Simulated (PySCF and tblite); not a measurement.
Values are calculated unless marked as measured or tabulated.
System: C₇H₁₅N, numbered as in [CH3:1][C@@H:2]1[CH2:3][N:4]1[C:5]([CH3:6])([CH3:7])[CH3:8].

Motion: pyramidal inversion at N4. GFN2-xTB gives an electronic barrier of 11.6 kcal/mol and a reaction energy of 3.3 kcal/mol.

**Question.** What does PBE/pcSseg-1 + D3(BJ), IEF-PCM tetrahydrofuran give on GFN2-xTB geometries?

**Answer.** A barrier of 15.6 kcal/mol, 3.9 above the tight-binding barrier (from unrounded values), a reaction energy of 5.0 kcal/mol and, with GFN2-xTB thermal terms, ΔG‡(298 K) = 14.7 kcal/mol and k = 102 s⁻¹ (1 equivalent path).

Programs: tblite and PySCF.
